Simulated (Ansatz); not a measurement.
Cost and result for the atomization energy of `BC(C)O[SiH3]` (14 atoms, 13 bonds).

Z-matrix (Å, degrees):
```
C
C 1 1.528
O 1 1.423 2 111.2
B 1 1.556 2 113.4 3 -128.2
H 1 1.111 2 106.9 3 118.9
H 2 1.093 1 111.0 3 -58.2
H 2 1.092 1 110.6 3 61.4
H 2 1.092 1 110.7 3 -178.3
Si 3 1.641 1 124.4 2 73.5
H 4 1.194 1 121.8 2 130.4
H 4 1.197 1 117.9 2 -51.6
H 9 1.492 3 109.9 1 44.6
H 9 1.490 3 112.7 1 -75.6
H 9 1.481 3 106.7 1 164.5
```

The species carries charge 0 and has multiplicity 1. The geometry is a stationary point of PBE0-D4/def2-TZVP. It is one conformer, not always the lowest. Program: Ansatz. All runs use 4 threads of a server CPU on a shared host. Times are those of one run each, without the atoms' runs, and a repeat can differ threefold. Electronic energies, without spin–orbit coupling; frozen cores. CCSD(T)/CBS adds CCSD(T) − MP2 in def2-TZVPP to the MP2 limit, and its time is that of the two runs behind it. T1 = 0.011. HSE06 is the plane-wave form, built on full-range PBE exchange.

CCSD(T)/CBS is a level of theory with its own doubt, some kJ/mol a heavy atom from the limit and from the frozen cores, so smaller differences don't rank the functionals.

| level | functions | wall time |
| --- | --- | --- |
| LDA (SPW92)/def2-TZVPP | 292 | 1.8 s |
| HSE06-D4/def2-TZVPP | 292 | 4.2 s |
| BHLYP-D4/def2-TZVPP | 292 | 4.2 s |
| CAM-B3LYP-D4/def2-TZVPP | 292 | 4.4 s |
| r2SCAN-D4/def2-TZVPP (with forces) | 292 | 6 s |
| r2SCANh-D4/def2-TZVPP | 292 | 6.5 s |
| PBE-QIDH/def2-TZVPP | 292 | 8 s |
| CCSD(T)/def2-SVP | 119 | 8 s |
| ωB97X-V/def2-TZVPP | 292 | 10 s |
| B97M-V/def2-TZVPP | 292 | 11 s |
| MP2/def2-QZVPP | 568 | 39 s |
| CCSD(T)/def2-TZVPP | 292 | 4.7 min |
| CCSD(T)/CBS(def2) | – | 5.4 min |

(1) What atomization energy does each give, and how far from CCSD(T)/CBS? (Estimate.)

## Answers

(1) Ansatz gave: 
| level | atomization (kJ/mol) | difference from CCSD(T)/CBS | per bond |
| --- | --- | --- | --- |
| LDA (SPW92)/def2-TZVPP | 5696.5 | 642.3 | 49.4 |
| HSE06-D4/def2-TZVPP | 5050.9 | -3.3 | -0.3 |
| BHLYP-D4/def2-TZVPP | 4968.6 | -85.6 | -6.6 |
| CAM-B3LYP-D4/def2-TZVPP | 5094.9 | 40.7 | 3.1 |
| r2SCAN-D4/def2-TZVPP (with forces) | 5068.6 | 14.4 | 1.1 |
| r2SCANh-D4/def2-TZVPP | 5047.4 | -6.8 | -0.5 |
| PBE-QIDH/def2-TZVPP | 5025.6 | -28.6 | -2.2 |
| CCSD(T)/def2-SVP | 4804.7 | -249.5 | -19.2 |
| ωB97X-V/def2-TZVPP | 5076.9 | 22.7 | 1.7 |
| B97M-V/def2-TZVPP | 5069.9 | 15.7 | 1.2 |
| MP2/def2-QZVPP | 5053.9 | -0.3 | 0.0 |
| CCSD(T)/def2-TZVPP | 4939.4 | -114.8 | -8.8 |
| CCSD(T)/CBS(def2) | 5054.2 | 0.0 | 0.0 |

From BLYP to BHLYP (50 % exact exchange), in def2-TZVPP and without D4, the atomization energy moves by −37.3 kJ/mol: exact exchange takes away binding that semilocal exchange gives to molecules. Leaving LDA and LC-ωPBE aside and taking each functional with its dispersion term where it has one, the values, not all of them listed here, spread over 130.6 kJ/mol, from BHLYP-D4 to PBE-D4. LDA lies +624.3 kJ/mol from PBE without D4, its usual overbinding. At CCSD(T), def2-SVP lies −249.5 kJ/mol from the extrapolated value and def2-TZVPP −114.8 kJ/mol: correlation converges slowly with the basis, and small sets miss more of it in the bonded molecule than in its fragments.
